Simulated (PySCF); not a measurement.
H3P2, SMILES [PH]P, multiplicity 2. Atoms are numbered in the order given.

```xyz
5

P      0.9617    -0.4288     0.4135
P     -0.8850     0.3116    -0.4557
H      1.6734     0.7345     0.0013
H     -1.0528     1.4974     0.3072
H     -1.7709    -0.4737     0.3239
```
Charge 0, spin multiplicity 2.

Geometry: PBE0-D3(BJ)/def2-TZVP. The isomer is the one that the SMILES or the coordinates give; other isomers of the formula were not compared.

Method: B3LYP/def2-TZVPD (PySCF).

Mulliken values depend strongly on the basis, most of all with diffuse functions as here. ESP charges are fitted to the potential on shells at 1.4 to 2.0 van der Waals radii. Atomic charges (e):

| atom | ESP fit | meta-Löwdin | Mulliken | Mulliken spin |
|---|---|---|---|---|
| P1 | -0.13 | (withheld) | -0.07 | 0.93 |
| P2 | -0.14 | (withheld) | -0.10 | 0.04 |
| H3 | 0.10 | (withheld) | 0.05 | -0.03 |
| H4 | 0.07 | (withheld) | 0.07 | 0.04 |
| H5 | 0.10 | (withheld) | 0.06 | 0.01 |

Task: What belongs in the gaps? (The exact figures need the calculation; the answer reports its results.)

Result: 
- P1, meta-Löwdin: -0.06
- P2, meta-Löwdin: 0.03
- H3, meta-Löwdin: 0.01
- H4, meta-Löwdin: 0.01
- H5, meta-Löwdin: 0.01
